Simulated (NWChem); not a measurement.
[SiH3][O][ZnH] (ZnSiH4O), optimised at PBE0/def2-SVP with NWChem:

```
Property                           Value
---------------------------------  -----
highest occupied level (eV)        -7.97
orbital gap (eV)                    7.76
dipole (D)                          1.86
highest harmonic frequency (cm⁻¹)   2222
zero-point energy (kcal/mol)        22.2
```

All stand in one matching conformer (torsions within 35°), which need not be the lowest. This build's default masses of Se (78.918 u) and Br (79.917 u) are each other's, which moves their modes by up to 0.6 %.

**Question.** One Zn atom is replaced by Se, giving O([SiH3])[SeH] (SiH4SeO), optimised at the same level. How do these values move?

**Answer.** 
```tsv
quantity	new value	change
highest occupied level (eV)	-6.76	+1.21
orbital gap (eV)	5.43	-2.33
dipole (D)	1.33	-0.53
highest harmonic frequency (cm⁻¹)	2402	+180
zero-point energy (kcal/mol)	23.2	+1.0
```
